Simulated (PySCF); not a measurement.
(H2In-mu-NH2)2.
Structure used (PBE0-D3(BJ)/def2-SVP), in Å, numbered top down from 1:
```xyz
12
H8In2N2 angstrom
In    -1.5619   -0.1562   -0.5335
H     -2.3050    1.3255   -1.0226
H     -2.1966   -1.7632   -0.5169
N     -0.4841    0.2014    1.3863
In     1.5808    0.1441    0.5413
H      2.3284   -1.3345    1.0324
H      2.2086    1.7537    0.5219
N      0.5018   -0.2184   -1.3788
H     -0.7179    1.0913    1.8273
H     -0.6532   -0.5150    2.0928
H      0.6756    0.4982   -2.0842
H      0.7390   -1.1097   -1.8148
```

Theory: TDDFT PBE0/def2-SVPD, vertical, gas phase, core orbitals frozen in the response, def2 core potentials past Kr in PySCF. Spin–orbit coupling is left out.

Transition dipole moments from the ground state, in atomic units and in the frame of the coordinates above (overall signs are arbitrary), for the states with f of 0.002 or more among the lowest 8:

```tsv
state	E (eV)	μx	μy	μz
S4	6.416	-0.748	-0.075	-0.255
S6	6.806	0.032	-0.648	0.109
S7	6.946	-1.176	-0.114	-0.401
S8	7.085	0.884	0.079	0.304
```

What oscillator strength does each state have?

f = (2/3) ΔE |μ|² with ΔE in hartree (27.2114 eV).

```
state  |μ|² (au)  |μ| (D)      f
   S4      0.631     2.02  0.099
   S6      0.432     1.67  0.072
   S7      1.556     3.17  0.265
   S8      0.881     2.39  0.153
```

What angle do the transition dipoles of S7 and S8 make?

|cos θ| = |μa·μb| / (|μa| |μb|) = 1.00, so θ ≈ 0° (taken between 0 and 90°, since the signs are arbitrary).

How is the summed strength of these states shared among x, y and z?

(2/3) Σ ΔE μα² gives 0.459 for x, 0.074 for y and 0.056 for z, 0.589 in all.

What peak molar absorption coefficient would the strongest computed level give as a lone Gaussian band 0.3 eV wide at half height?

ε(max) = 2.175×10⁸ f / FWHM, with the width in cm⁻¹. S7: 2.175×10⁸ × 0.2648 / 2420 ≈ 24000 L mol⁻¹ cm⁻¹.

All these states lie below the vertical ionisation energy of 9.29 eV (ΔSCF).

One conformer stands for the species.
